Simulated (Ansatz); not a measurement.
Basis-set series for `F[P+](F)(F)[Ag-][Br]`. Charge 0, multiplicity 1. Ag takes the def2 core potential. All single points use the PBE0-D4/def2-TZVP geometry. It is one conformer, not always the lowest.

| atom | x (Å) | y (Å) | z (Å) |
| --- | --- | --- | --- |
| F1 | 1.378 | 1.448 | -0.433 |
| P2 | 0.082 | 0.790 | 0.094 |
| F3 | -0.969 | 1.718 | -0.557 |
| F4 | 0.070 | 1.349 | 1.536 |
| Ag5 | -0.159 | -1.471 | -0.180 |
| Br6 | -0.402 | -3.833 | -0.460 |

```
functional       basis  functions  energy (Eh)  HOMO (eV)  LUMO (eV)
   PBE0-D4    def2-SVP        123  -3360.78458      -7.10      -1.70
   PBE0-D4  def2-QZVPP        418  -3361.74366      -7.30      -1.90
   ωB97M-V    def2-SVP        123  -3361.19857      -9.20       0.06
   ωB97M-V  def2-QZVPP        418  -3362.16009      -9.45      -0.22
```

Q: Give the rows for def2-TZVPP. (Estimate.)

A: Ansatz gave: 
```tsv
functional	basis	functions	energy (Eh)	HOMO (eV)	LUMO (eV)
PBE0-D4	def2-TZVPP	239	-3361.65929	-7.27	-1.87
ωB97M-V	def2-TZVPP	239	-3362.07949	-9.40	-0.11
```

Scalar relativity is left out up to krypton.
